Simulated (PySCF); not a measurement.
C3H5ClOSi, SMILES C#CC[Si@@H](O)Cl. Atoms are numbered in the order given.

```xyz
11

C     -2.7898     1.2636     0.5533
C     -2.0046     0.7441    -0.2094
C     -1.0247     0.0929    -1.0640
Si     0.3235    -0.7651    -0.0535
O      1.3431    -1.6322    -1.0320
Cl     1.3802     0.7154     0.9546
H     -3.4905     1.7309     1.2186
H     -0.5477     0.8205    -1.7447
H     -1.5015    -0.6754    -1.6995
H     -0.2487    -1.7211     0.9145
H      1.9651    -1.1512    -1.5907
```
Charge 0, spin multiplicity 1.

The structure is a stationary point at B3LYP-D3(BJ)/def2-SVP. The structure was generated by enumeration; whether it is a known compound was not checked. The values are those of a single conformer.

The numbers are results of PySCF with PBE/def2-TZVP, not measurements.

Isolated molecule, no solvent.

Computed frontier levels, gap, dipole moment and polarisability:
```yaml
highest_occupied_level: -6.36 eV
lowest_empty_level: -0.62 eV
orbital_gap: 5.74 eV
dipole_moment: 1.70 D
quadrupole, principal values (traceless, Buckingham form, about the centre of nuclear charge): -5.87, -4.28, 10.15 D·Å
mean_static_polarisability: 73.8 bohr³ (10.94 Å³)
polarisability_principal_values: 58.7, 69.9, 92.8 bohr³
```
